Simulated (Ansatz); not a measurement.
Consider the substitution at a C–Al bond: `[CH3][Al]([OH])[CH2]F` + `S[SiH2][SeH]` → `CS[SiH2][SeH]` + `[OH][AlH][CH2]F`.

Isolated molecules relaxed with PBE0-D4/def2-TZVP in Ansatz; ΔE leaves out vibrations. CBS: MP2 limit from def2 TZ/QZ plus the TZ coupled-cluster correction, frozen cores. DFT in def2-TZVPP. For Se outer-core shells are correlated without core-valence functions, which leaves a few kJ/mol of doubt a bond. Scalar relativity is left out up to krypton. Each species was taken in one conformer, which may not be the lowest.

| level | ΔE (kcal/mol) |
| --- | --- |
| r2SCAN-D4 | 13.9 |
| ωB97M-V | 13.5 |
| PBE | 13.2 |
| r2SCAN | 14.0 |

What does CCSD(T)/CBS give? (An estimate is asked.)

Computed: +13.1 kcal/mol. The listed levels differ from it by 0.8, 0.4, 0.1, 0.9 kcal/mol.

Largest T1 diagnostic among the species: 0.012.

The D4 term adds −1.1 kcal/mol with B3LYP and −0.6 kcal/mol with PBE0; it sums over pairs of atoms, weighted by their polarisabilities, and B3LYP, whose exchange is more repulsive, gets the larger term.

B3LYP here is the variant with VWN-RPA as its local correlation; programs differ in this.
